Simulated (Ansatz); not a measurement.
C₃H₉BS, SMILES `CB(C)CS` at its PBE0-D4/def2-TZVP geometry, where that method's forces vanish. The species carries charge 0 and has multiplicity 1.

```xyz
14

C     0.5203   -1.3326   -0.6093
B    -0.1210   -0.0940    0.1273
C    -0.0861    0.0077    1.6985
C    -0.9167    0.9702   -0.6943
S     0.6600    1.9096   -0.8271
H    -0.1131   -2.2045   -0.3951
H     1.5155   -1.5872   -0.2351
H     0.5702   -1.2439   -1.6983
H     0.8720   -0.2946    2.1283
H    -0.8339   -0.6943    2.0928
H    -0.3449    0.9948    2.0898
H    -1.3026    0.7477   -1.6866
H    -1.6028    1.6196   -0.1516
H     1.1831    1.2016   -1.8393
```

Problem. What forces (eV/Å) does ωB97M-V/def2-TZVPP give on these atoms in the Gaussian-basis code of Ansatz? (Best estimate.)

Solution. Computed: 
```
C1   0.044 -0.092 -0.043
B2  -0.075 -0.064  0.011
C3   0.004 -0.001  0.116
C4  -0.173 -0.017 -0.029
S5   0.178  0.076 -0.119
H6   0.037  0.064 -0.010
H7  -0.066  0.025 -0.021
H8  -0.005  0.007  0.068
H9  -0.057  0.020 -0.031
H10  0.045  0.042 -0.032
H11  0.019 -0.058 -0.034
H12  0.037  0.006  0.087
H13  0.053 -0.062 -0.039
H14 -0.041  0.054  0.075
```
